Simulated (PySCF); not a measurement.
**Multinuclear NMR of C$_{8}$H$_{12}$OSi**

Molfile (atoms numbered from 1):
```
C8H12OSi
     RDKit          3D

 22 23  0  0  0  0  0  0  0  0999 V2000
    3.9015   -0.1157   -0.9028 C   0  0  0  0  0  0  0  0  0  0  0  0
    2.1583   -0.7464   -1.3016 Si  0  0  0  0  0  4  0  0  0  0  0  0
    0.9278    0.2479   -0.3025 C   0  0  0  0  0  0  0  0  0  0  0  0
    0.9856    1.4434    0.3624 C   0  0  0  0  0  0  0  0  0  0  0  0
   -0.2929    1.6718    0.9131 C   0  0  0  0  0  0  0  0  0  0  0  0
   -1.0592    0.5971    0.5501 C   0  0  0  0  0  0  0  0  0  0  0  0
   -2.4597    0.2777    0.8464 C   0  0  0  0  0  0  0  0  0  0  0  0
   -3.2619   -0.5429   -0.1292 C   0  0  0  0  0  0  0  0  0  0  0  0
   -2.8433   -1.1446    1.1707 C   0  0  0  0  0  0  0  0  0  0  0  0
   -0.3265   -0.2613   -0.1842 O   0  0  0  0  0  0  0  0  0  0  0  0
    4.1218   -0.1976    0.1577 H   0  0  0  0  0  0  0  0  0  0  0  0
    4.6502   -0.6889   -1.4403 H   0  0  0  0  0  0  0  0  0  0  0  0
    4.0230    0.9258   -1.1847 H   0  0  0  0  0  0  0  0  0  0  0  0
    1.8792   -0.5897   -2.7375 H   0  0  0  0  0  0  0  0  0  0  0  0
    2.0227   -2.1628   -0.9378 H   0  0  0  0  0  0  0  0  0  0  0  0
    1.8442    2.0787    0.4460 H   0  0  0  0  0  0  0  0  0  0  0  0
   -0.6061    2.5113    1.5001 H   0  0  0  0  0  0  0  0  0  0  0  0
   -2.9694    1.0690    1.3806 H   0  0  0  0  0  0  0  0  0  0  0  0
   -4.3007   -0.2878   -0.2721 H   0  0  0  0  0  0  0  0  0  0  0  0
   -2.7595   -0.8747   -1.0249 H   0  0  0  0  0  0  0  0  0  0  0  0
   -2.0568   -1.8832    1.1554 H   0  0  0  0  0  0  0  0  0  0  0  0
   -3.5887   -1.3077    1.9342 H   0  0  0  0  0  0  0  0  0  0  0  0
  1  2  1  0
  2  3  1  0
  3  4  2  0
  4  5  1  0
  5  6  2  0
  6  7  1  0
  7  8  1  0
  8  9  1  0
  6 10  1  0
 10  3  1  0
  9  7  1  0
  1 11  1  0
  1 12  1  0
  1 13  1  0
  2 14  1  0
  2 15  1  0
  4 16  1  0
  5 17  1  0
  7 18  1  0
  8 19  1  0
  8 20  1  0
  9 21  1  0
  9 22  1  0
M  END
```

Equivalent nuclei averaged, no solvent, non-relativistic, single conformer. Shielding tensors at PBE0/pcSseg-1 (GIAO); coordinates at the GFN2-xTB level; PySCF.

Q: What are the 29Si shifts?

A: 
```csv
atoms,environment,σ (ppm),δ (ppm)
Si2,"silicon bonded to 2 C, 2 H",409.5,-56.6
```

Shieldings were converted by a linear fit to measured shifts: 29Si (scatter 8.9 ppm rms, 25.8 ppm with the 6 outliers that the fit left out vs TMS, solution or neat liquid). A few per cent of atoms miss by over 2 rms, more outside the fitted compound classes.

On a 500 MHz spectrometer 29Si resonates near 99.3 MHz, so 1 ppm is 99.3 Hz.

Q: What are the 17O shifts?

A: 
| atoms | environment | σ (ppm) | δ (ppm) |
| --- | --- | --- | --- |
| O10 | aromatic ring oxygen | 29.2 | 240.1 |

Shieldings were converted by a linear fit to measured shifts: 17O (scatter 10.7 ppm rms, 12.2 ppm with the 3 outliers that the fit left out vs liquid water, solution or neat liquid). A few per cent of atoms miss by over 2 rms, more outside the fitted compound classes.

On a 400 MHz spectrometer 17O resonates near 54.2 MHz, so 1 ppm is 54.2 Hz.
